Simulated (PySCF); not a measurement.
## C2H7FNSi: g tensor and hyperfine couplings

Compound: C2H7FNSi (doublet state).
Numbering: `[CH2:1][CH2:2][Si@H:3]([NH2:4])[F:5]` (hydrogens: H6, H7 on C1; H8, H9 on C2; H10 on Si3; H11, H12 on N4)

Structure used (GFN2-xTB), in Å, numbered top down from 1:
```xyz
12
C2H7FNSi angstrom
C      1.614    0.635    0.326
C      1.040   -0.613   -0.167
Si    -0.855   -0.618    0.187
N     -1.534    0.780   -0.529
F     -1.089   -0.406    1.767
H      1.602    1.517   -0.283
H      1.867    0.738    1.363
H      1.197   -0.731   -1.238
H      1.472   -1.475    0.341
H     -1.483   -1.911   -0.070
H     -2.437    1.101   -0.221
H     -1.393    0.983   -1.503
```

The hyperfine couplings belong to this conformer and change with its torsions.

Method: PySCF 2.14.0, UKS B3LYP, pcH-1 on C F H N Si, non-relativistic, mean-field spin-orbit, GIAO. Isolated species at its GFN2-xTB geometry (one conformer only). The geometry wasn't refined by DFT: couplings that depend on bond lengths, twists or pyramidal angles can differ widely from those at the functional's own minimum. The SCF solution wasn't tested for stability.

| Property | Result |
| --- | --- |
| g1, g2, g3 | 2.00221, 2.00251, 2.00337 |
| g_iso | 2.00270 |
| Form of g | rhombic: the two nearest values differ by 26 % of g3 − g1 |
| ⟨S²⟩ | 0.7538 (exact 0.7500) |
| α and β electrons | 25, 24 |
| HOMO–LUMO gap, α and β orbitals | 5.94, 5.96 eV |
| Total energy | -524.58273 Eh |
| Basis functions | 205 |

Isotropic coupling and dipolar principal values T1 to T3, in G; ρ(0) is the spin density at the nucleus (MHz turned into gauss with g_iso; 10 G = 1 mT):

```tsv
atom	isotope	a_iso	of which spin–orbit	T1	T2	T3	Mulliken spin population	ρ(0) (bohr⁻³)
C1	13C	33.6	0.0	-28.0	-27.7	55.7	1.03	0.0838
C2	13C	-11.3	0.0	-1.4	0.2	1.3	-0.08	-0.0281
Si3	29Si	-51.6	0.1	-8.6	4.1	4.5	0.08	0.1628
N4	14N	-0.2	0.0	-0.1	0.0	0.1	0.00	-0.0016
F5	19F	-0.4	0.0	-1.7	-0.6	2.3	0.00	-0.0003
H6	1H	-21.2	0.0	-13.5	0.0	13.5	-0.04	-0.0133
H7	1H	-21.4	0.0	-13.5	0.0	13.5	-0.04	-0.0134
H8	1H	17.4	0.0	-1.6	-1.5	3.1	0.02	0.0109
H9	1H	17.0	0.0	-1.6	-1.4	3.1	0.02	0.0107
H10	1H	8.8	0.0	-0.8	-0.4	1.2	0.02	0.0055
H11	1H	0.5	0.0	-0.6	-0.3	0.9	0.00	0.0003
H12	1H	0.1	0.0	-0.6	-0.5	1.1	0.00	0.0000
```

Largest spin populations (Mulliken): C1 (+1.03), C2 (-0.08) and Si3 (+0.08). C1 is the only atom above +0.15. The positive populations add up to 1.16 and the negative ones to -0.16, together 2S = 1. The angles at C1 add up to 358.8°, so it is planar; its axial dipolar tensor and the negative couplings of its protons fit spin in a p orbital normal to that plane.

Axes: g2 points within 6° of the C1–C2 bond.

Under fast tumbling the dipolar parts average out, and these isotropic splittings remain: 2 × 1H (H6/H7, I = 1/2, 3 lines) with 2.13 mT, 1 × 1H (H8, I = 1/2, 2 lines) with 1.74 mT, 1 × 1H (H9, I = 1/2, 2 lines) with 1.70 mT, 1 × 1H (H10, I = 1/2, 2 lines) with 0.88 mT, 1 × 1H (H11, I = 1/2, 2 lines) with 0.05 mT and 1 × 19F (F5, I = 1/2, 2 lines) with 0.04 mT.

Nuclei that the bonding pattern makes equivalent are averaged, as if the motion that swaps them (rotation, inversion, ring flip) were fast. H11 and H12 aren't averaged: N4 is flat or nearly so (angle sum 351°), and its turn about the short N4–Si3 bond (1.71 Å) is taken as slow.

The 13C coupling of C1 (94.1 MHz) shows only in satellite lines or after enrichment, since that isotope makes up about 1.07 % of natural carbon.

The 29Si coupling of Si3 (-144.5 MHz) shows only in satellite lines or after enrichment, since that isotope makes up about 4.7 % of natural silicon.

Examples of negative spin density at the nucleus (bohr⁻³): C2 (-0.0281), H6/H7 (-0.0133) and N4 (-0.0016).
